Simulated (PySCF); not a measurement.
**Potential energy of HgI along the bond**

Set-up: PySCF, scalar-relativistic core potentials, basis sets Hg def2-SVP with ECP60, I def2-SVP with ECP28. Energies in eV from Hg + I in their ground configurations at the same level. State: ²Σ⁺ (doublet), unpaired electrons σ ↑.

```
R (Å)   B2PLYP  r²SCAN0
2.448   0.2421  -0.1093
2.561  -0.0970  -0.4058
2.675  -0.2705  -0.5412
2.761  -0.3311  -0.5760
2.846  -0.3532  -0.5746
2.931  -0.3504  -0.5505
3.045  -0.3241  -0.4989
3.188  -0.2750  -0.4224
3.358  -0.2129  -0.3320
3.586  -0.1427  -0.2305
```

**Question.** Put a parabola through the three lowest points of the B2PLYP curve and estimate Re, k and ωe (reduced mass 77.94 u; 1 eV/Å² = 0.16022 mdyn/Å; ωe = 1302.8·√(k/μ) cm⁻¹).

**Answer.** Through R = 2.761, 2.846, 2.931 Å the second-order coefficient is 1.72 eV/Å², so Re ≈ 2.879 Å, k ≈ 0.552 mdyn/Å and ωe ≈ 110 cm⁻¹. A polynomial fit of higher order to the unrounded B2PLYP energies gives Re = 2.875 Å, k = 0.462 mdyn/Å, ωe = 100 cm⁻¹; anharmonicity and rounding make the difference.

The higher-order fit for each curve: B2PLYP: Re = 2.875 Å, ωe = 100 cm⁻¹, De = 0.355 eV; r²SCAN0: Re = 2.798 Å, ωe = 119 cm⁻¹, De = 0.58 eV.

Correlated steps freeze 4 core orbitals. Spin–orbit coupling is left out, which matters for elements this heavy, above all for dissociation energies. B2PLYP dipoles, levels and charges come from its SCF part alone. The state was picked by a PBE0 search and need not be the measured ground state.
